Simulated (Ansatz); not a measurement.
A nudged elastic band was laid between two geometries of H2 + H2OSZn (7 atoms, charge 0, multiplicity 1).

The calculation used RKS r2SCANh/def2-SVP in Ansatz.

- movable images: 9
- climbing image: yes
- spring: 5.0 eV/Å²
- optimiser: quadratic models (default)
- start path: through a guess of the saddle point
- force threshold: 0.05 eV/Å
- iteration limit: 60
- end points: relaxed

Image 0:

```xyz
7
Properties=species:S:1:pos:R:3
Zn 0.028 -0.352 -0.304
S 0.550 -2.038 0.940
O -0.471 1.019 -1.313
H 0.021 1.429 1.692
H -0.065 1.718 0.993
H -0.073 -2.919 0.129
H 0.009 1.143 -2.137
```

Image 10:

```xyz
7
Properties=species:S:1:pos:R:3
Zn 0.485 1.082 -0.041
S 0.328 -1.345 1.184
O -0.284 0.030 -1.302
H -0.892 -1.084 1.698
H 1.059 2.259 0.732
H -0.144 -1.312 -0.112
H -0.552 0.370 -2.159
```

(1) What changes between the two ends?

(2) What energy profile does the band end with?

(3) What is the geometry of the highest image?

## Answers

(1) Bonds broken: H4–H5. Bonds formed: Zn1–H5, S2–H4. H2 + H2OSZn becomes H4OSZn.

(2) The run converged. The highest image is number 5 of 0 to 10, 1.29 eV above the first end and 1.04 eV above the last; the last end lies 0.25 eV above the first. Neighbouring images differ by up to 1.2 eV, so the band resolves the path poorly. A vibrational analysis at the climbing image gives one clearly imaginary mode, 1031i cm⁻¹: a first-order saddle point. The orbitals stay closed-shell, which can raise the energy where a bond breaks towards radicals; this wasn't checked here.

| image | path coordinate (Å) | energy (eV) | H4–H5 (Å) | Zn1–H5 (Å) | S2–H4 (Å) |
| --- | --- | --- | --- | --- | --- |
| 0 | 0.00 | 0.00 | 0.76 | 2.44 | 3.59 |
| 1 | 1.38 | 0.00 | 0.76 | 2.46 | 3.50 |
| 2 | 2.77 | 0.00 | 0.76 | 2.82 | 4.59 |
| 3 | 4.14 | 0.05 | 0.76 | 3.00 | 3.83 |
| 4 | 5.51 | 0.06 | 0.76 | 2.85 | 2.82 |
| 5 | 6.89 | 1.29 | 1.10 | 1.71 | 1.68 |
| 6 | 7.74 | 0.64 | 2.02 | 1.54 | 1.36 |
| 7 | 8.60 | 0.47 | 2.90 | 1.53 | 1.35 |
| 8 | 9.45 | 0.39 | 3.44 | 1.52 | 1.35 |
| 9 | 10.31 | 0.31 | 3.76 | 1.52 | 1.35 |
| 10 | 11.17 | 0.25 | 3.99 | 1.52 | 1.35 |

(3) 
```xyz
7
Properties=species:S:1:pos:R:3
Zn 0.079 0.368 -0.332
S 0.753 -1.606 0.937
O -0.141 0.711 -2.063
H 0.310 -0.060 1.413
H -0.030 0.977 1.261
H -0.536 -2.002 1.022
H -0.434 1.611 -2.239
```

Run time: 5.9 min on 2 threads of Intel(R) Xeon(R) Platinum 8488C (Sapphire Rapids), with other jobs on the host, peak memory 0.24 GiB.
